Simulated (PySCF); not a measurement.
The group X on silaethenyl-X is varied. Isolated molecules, 0 K electronic values unless said otherwise. One relaxed conformer stands for each flexible species; it need not be the lowest. Strings in code marks are SMILES.

All values below come from PySCF with PBE-D3(BJ)/def2-TZVP // PBE0-D3(BJ)/def2-TZVP. All candidates: neutral, multiplicity 1. Delta-SCF ions had no search for a lower state. Excitations are Tamm–Dancoff values on a coarser integration grid. The basis has no diffuse functions, so Rydberg states are missing or too high.

- vertical ionisation energy (Delta-SCF) = 9.00 eV
- brightest of the four lowest singlets (TDA) = 5.47 eV
- HOMO–LUMO gap = 3.72 eV

### Question
Say which member has these values.
A) `C=[SiH]CC#N`
B) `C=[SiH]B(O)O`
C) `C=[SiH][AlH2]`
D) `[C-]#[N+][SiH]=C`

### Answer
A, `C=[SiH]CC#N`. The others give `C=[SiH][AlH2]`: 8.68 eV, 3.65 eV, 2.52 eV; `[C-]#[N+][SiH]=C`: 9.20 eV, 4.98 eV, 3.38 eV; `C=[SiH]B(O)O`: 8.32 eV, 4.83 eV, 3.08 eV
